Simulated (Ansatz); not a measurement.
Reaction (isomerisation): `FC[SiH]([SiH3])S` → `CS[SiH](F)[SiH3]`

Gas-phase electronic energies from Ansatz, PBE0-D4/def2-TZVP geometries. CBS: MP2 limit from def2 TZ/QZ plus the TZ coupled-cluster correction, frozen cores. DFT in def2-TZVPP. B3LYP here is the variant with VWN-RPA as its local correlation; programs differ in this. One conformer a species, not always the lowest.

Is it downhill or uphill in electronic energy at CCSD(T)/CBS, and by how much? (Best estimate.)

The calculation gave: Downhill: ΔE = -197.1 kJ/mol.

What do these levels give: r2SCAN-D4, B3LYP-D4, ωB97X-V, ωB97M-V, B2PLYP, PBE, r2SCAN, MP2/def2-TZVPP, SCS-MP2/def2-TZVPP, CCSD(T)/def2-TZVPP, HF/CBS(def2), CCSD/CBS(def2)? (An estimate is asked.)

Ansatz gave: r2SCAN-D4 -192.1, B3LYP-D4 -189.7, ωB97X-V -188.0, ωB97M-V -190.1, B2PLYP -195.6, PBE -183.0, r2SCAN -192.4, MP2/def2-TZVPP -202.6, SCS-MP2/def2-TZVPP -198.7, CCSD(T)/def2-TZVPP -191.7, HF/CBS(def2) -198.5, CCSD/CBS(def2) -197.3 kJ/mol.

Largest T1 diagnostic among the species: 0.012.

From PBE to PBE0 (25 % exact exchange), in def2-TZVPP and without D4, ΔE moves by −3.8 kJ/mol.
